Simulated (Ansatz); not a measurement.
`[NH2][GeH]` + HBr → `[GeH][Br]` + NH₃ at 500 K and 1 bar (ligand exchange at a Ge–N bond).

Isolated molecules relaxed with PBE0-D4/def2-TZVP in Ansatz; ΔE leaves out vibrations. CCSD(T)/CBS adds triple-zeta CCSD(T) − MP2 to the extrapolated MP2 energy (def2 sets, frozen cores). This one scheme is used for every species. For Br, Ge outer-core shells are correlated without core-valence functions, which leaves a few kJ/mol of doubt a bond. Scalar relativity is left out up to krypton.

| species | CCSD(T)/CBS energy (Eh) | H − E (kJ/mol) | S (J/(mol·K)) |
| --- | --- | --- | --- |
| `[NH2][GeH]` | -2132.60664 | 108.6 | 289.7 |
| HBr | -2573.91920 | 30.5 | 213.7 |
| `[GeH][Br]` | -4650.03665 | 38.0 | 299.7 |
| NH₃ | -56.50880 | 108.2 | 211.8 |

H − E and S are ideal-gas, rigid-rotor, harmonic terms from PBE0-D4/def2-TZVP. 1 Eh = 2625.50 kJ/mol, R = 8.31446 J/(mol·K).

Question: By hand: ΔE, ΔH, ΔS and ΔG.

Answer: ΔE = (-4650.03665) + (-56.50880) − (-2132.60664) − (-2573.91920) = -0.01961 Eh = -51.5 kJ/mol. Δ(H − E) = 38.0 + 108.2 − 108.6 − 30.5 = 7.1, so ΔH = -44.4 kJ/mol. ΔS = 299.7 + 211.8 − 289.7 − 213.7 = 8.1 J/(mol·K). ΔG = -44.4 − 500 × (8.1)/1000 = -48.4 kJ/mol.

Question: By hand: the equilibrium constant, and the temperature at which ΔG would vanish if ΔH and ΔS stayed fixed.

Answer: log₁₀ K = −ΔG/(RT ln 10) = 5.1. ΔH and −TΔS have one sign here, so there is no such temperature.

The number of gas molecules stays the same, so ΔS is small and ΔH decides. A doubt of 5 kJ/mol in ΔE shifts log₁₀ K by 0.5 here. These are equilibria of isolated gas molecules and say nothing of rates. Largest T1 diagnostic: 0.015 (customary marks: 0.02 for closed shells, 0.045 for open ones).
